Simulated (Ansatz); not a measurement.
Ansatz results at the PBE0-D4/def2-TZVP geometry: LUMO energy (PBE0/def2-TZVPP) -2.08 eV; size of the dipole moment (PBE/def2-TZVPP) 1.54 D; size of the dipole moment (ωB97M-V/def2-TZVPP) 1.46 D.

Each molecule was computed in one conformer, which needn't be the lowest.

Which molecule gave them?
A. `[SiH3]B1CSC1`
B. `S[SiH]1BCC1`
C. `B[SiH2][SiH2]O`
D. `C=C=[Se]`

B. The others give `C=C=[Se]`: -2.36, 0.93, 1.15; `[SiH3]B1CSC1`: -2.03, 0.88, 0.97; `B[SiH2][SiH2]O`: -2.54, 1.12, 1.22.
